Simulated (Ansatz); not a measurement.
P7⁺, relaxed as a singlet with RKS PBE-D4/def2-SVP in Ansatz, starting from the GFN2-xTB geometry. Force threshold 0.02 eV/Å.

The structure comes from a short search, and lower isomers may exist.

Start:

Cartesian coordinates in Å:
```
P 0.2882 0.4349 1.6416
P -1.4724 -0.8842 -0.9549
P 0.3690 2.0477 0.1220
P 0.7029 -1.1879 -1.4519
P -1.5294 0.9642 0.3380
P -0.0880 -1.7321 0.5054
P 1.7297 0.3574 -0.2001
```

Problem. Estimate the energy that the relaxation releases and the steps that it takes.

Solution. 8.4 kcal/mol, in 10 steps; 11 s on 4 threads of Arm Neoverse V2 on a shared host. No frequencies were taken in this run, so the end may be a saddle point.

Problem. Does the start keep its bonding and symmetry?

Solution. Bonds lost: P1–P6 (atoms count from 1). Bonds formed: P6–P7 (atoms count from 1).

Problem. Predict the relaxed structure.

Solution. 
```
atom    x (Å)    y (Å)    z (Å)
  P1   0.1651   0.8716   1.7735
  P2  -1.4907  -0.9400  -0.7424
  P3   0.4390   1.9327  -0.1128
  P4   0.5304  -0.9022  -1.6859
  P5  -1.5550   1.0483   0.3610
  P6   0.2581  -1.9537   0.2058
  P7   1.6532  -0.0567   0.2007
```
Bond lengths: 11 × P–P 2.18 to 2.36 Å.
